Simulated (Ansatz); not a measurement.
Consider the formal exchange of groups at the Se–Si bond: `P[Se][SiH2][SeH]` + CH₃NH₂ → `C[Se]P` + `N[SiH2][SeH]`.

Computed with Ansatz on PBE0-D4/def2-TZVP structures; ΔE is electronic, products minus reactants. CCSD(T)/CBS is the MP2 limit (def2-TZVPP, def2-QZVPP) plus CCSD(T) − MP2 in def2-TZVPP, frozen cores. Functionals use def2-TZVPP. B3LYP here is the variant with VWN-RPA as its local correlation; programs differ in this. For Se outer-core shells are correlated without core-valence functions, which leaves a few kJ/mol of doubt a bond. Scalar relativity is left out up to krypton. Each species was taken in one conformer, which may not be the lowest.

`P[Se][SiH2][SeH]`:

Cartesian coordinates in Å:
```
P 1.017 -1.129 -1.683
Se 0.060 -1.267 0.373
Si -0.077 0.997 0.589
Se -1.330 1.488 2.419
H 2.073 -2.043 -1.434
H 0.203 -2.109 -2.309
H -0.651 1.565 -0.654
H 1.245 1.611 0.863
H -2.539 0.888 1.836
```

CH₃NH₂:

Cartesian coordinates in Å:
```
C -0.530 0.072 0.191
N 0.871 0.187 -0.175
H -1.016 -0.872 -0.096
H -1.093 0.888 -0.266
H -0.632 0.182 1.273
H 0.987 0.098 -1.176
H 1.413 -0.555 0.248
```

`C[Se]P`:

Cartesian coordinates in Å:
```
C 0.434 0.989 -0.980
Se -1.058 0.412 0.138
P -0.014 -1.344 1.086
H 0.697 0.210 -1.692
H 1.290 1.251 -0.362
H 0.085 1.872 -1.516
H -0.392 -1.086 2.430
H -1.042 -2.305 0.897
```

`N[SiH2][SeH]`:

Z-matrix (Å, degrees):
```
Si
Se 1 2.293
N 1 1.711 2 117.9
H 1 1.482 2 101.7 3 -119.9
H 1 1.482 2 109.2 3 121.1
H 2 1.469 1 93.5 3 -67.4
H 3 1.008 1 119.2 2 85.2
H 3 1.008 1 120.2 2 -57.6
```

```
          level  ΔE (kJ/mol)  difference from CCSD(T)/CBS
         PBE-D4        -20.9                          6.3
       B3LYP-D4        -28.0                         -0.8
       BHLYP-D4        -26.3                          0.9
       PBE-QIDH        -25.3                          1.9
          B3LYP        -32.5                         -5.3
        LC-ωPBE        -27.6                         -0.4
  CCSD/def2-SVP        -12.4                         14.8
 MP2/def2-TZVPP        -30.6                         -3.4
CCSD/def2-TZVPP        -30.9                         -3.7
  MP2/CBS(def2)        -27.8                         -0.6
    CCSD(T)/CBS        -27.2                            0
```

(1) What do rigid-rotor, harmonic-oscillator terms from PBE0-D4/def2-TZVP frequencies (298.15 K, 1 bar) make of the CCSD(T)/CBS value? (Best estimate.)

Largest T1 diagnostic among the species: 0.010.

Results:

(1) Ansatz gave: ΔZPE = -4.9 kJ/mol, ΔH = -32.5 kJ/mol, ΔS = 6 J/(mol·K), ΔG = -34.2 kJ/mol. Modes under 50 cm⁻¹ make the entropy rough.

At CCSD(T), def2-SVP lies +15.4 kJ/mol from the extrapolated value and def2-TZVPP −2.8 kJ/mol. Leaving LDA and LC-ωPBE aside and taking each functional with its dispersion term where it has one, the values, not all of them listed here, spread over 12.0 kJ/mol, from B2PLYP to HSE06-D4. The D4 term adds +4.5 kJ/mol with B3LYP and +2.5 kJ/mol with PBE0; it sums over pairs of atoms, weighted by their polarisabilities, and B3LYP, whose exchange is more repulsive, gets the larger term.
